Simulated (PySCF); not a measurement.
## Computed beside measured shifts

System: BHA (C15H24O2), SMILES COc1cc(C(C)(C)C)c(O)c(C(C)(C)C)c1.

Atom-mapped SMILES (hydrogens are numbered by the atom that bears them): [CH3:1][O:2][c:3]1[cH:4][c:5]([C:6]([CH3:7])([CH3:8])[CH3:9])[c:10]([OH:11])[c:12]([C:13]([CH3:14])([CH3:15])[CH3:16])[cH:17]1

Method: GIAO KT3/pcSseg-1, gas phase, PySCF SCF with an in-house response code, fitting set def2-universal-JFIT, grid level 2, non-relativistic, geometry: GFN2-xTB.

One optimised conformer. Values are averaged over the atoms that symmetry or fast rotation interchanges, on this one geometry and without vibrational averaging. Shifts are the reference shielding less the shielding here, at the same level (13C, 1H against isolated TMS; 17O against isolated H2O); nuclei without a reference have shieldings only.

(1) What shifts does this level give for H on 4/17, H on 4/17, H on 4/17, H on 4/17, H on 4/17, H on 4/17, H on 4/17, H on 4/17, H on 4/17, H on 4/17, H on 4/17, H on 11, H on 11, H on 11, H on 11, H on 11, H on 11, H on 11, H on 11, H on 11, and how do they compare with measurement?

Results:

(1) 
| atom | nucleus | computed / ppm | measured / ppm | computed less measured | measured against | medium of the measurement |
| --- | --- | --- | --- | --- | --- | --- |
| H on 4/17 | 1H | 6.52 | 6.68 | -0.16 | TMS | THF-d8 |
| H on 4/17 | 1H | 6.52 | 6.73 | -0.21 | TMS | CD2Cl2 |
| H on 4/17 | 1H | 6.52 | 6.76 | -0.24 | TMS | CDCl3 |
| H on 4/17 | 1H | 6.52 | 6.83 | -0.31 | TMS | toluene-d8 |
| H on 4/17 | 1H | 6.52 | 6.93 | -0.41 | TMS | C6D6 |
| H on 4/17 | 1H | 6.52 | 6.83 | -0.31 | TMS | C6D5Cl |
| H on 4/17 | 1H | 6.52 | 6.72 | -0.20 | TMS | acetone-d6 |
| H on 4/17 | 1H | 6.52 | 6.62 | -0.10 | TMS | DMSO-d6 |
| H on 4/17 | 1H | 6.52 | 6.73 | -0.21 | TMS | CD3CN |
| H on 4/17 | 1H | 6.52 | 6.87 | -0.35 | TMS | TFE-d3 |
| H on 4/17 | 1H | 6.52 | 6.71 | -0.19 | TMS | CD3OD |
| H on 11 | 1H | 5.02 | 5.64 | -0.62 | TMS | THF-d8 |
| H on 11 | 1H | 5.02 | 4.76 | 0.26 | TMS | CD2Cl2 |
| H on 11 | 1H | 5.02 | 4.76 | 0.26 | TMS | CDCl3 |
| H on 11 | 1H | 5.02 | 4.45 | 0.57 | TMS | toluene-d8 |
| H on 11 | 1H | 5.02 | 4.53 | 0.49 | TMS | C6D6 |
| H on 11 | 1H | 5.02 | 4.62 | 0.40 | TMS | C6D5Cl |
| H on 11 | 1H | 5.02 | 5.65 | -0.63 | TMS | acetone-d6 |
| H on 11 | 1H | 5.02 | 6.52 | -1.50 | TMS | DMSO-d6 |
| H on 11 | 1H | 5.02 | 4.98 | 0.04 | TMS | CD3CN |

Measured values: Fulmer et al., Organometallics 2010, 29, 2176.
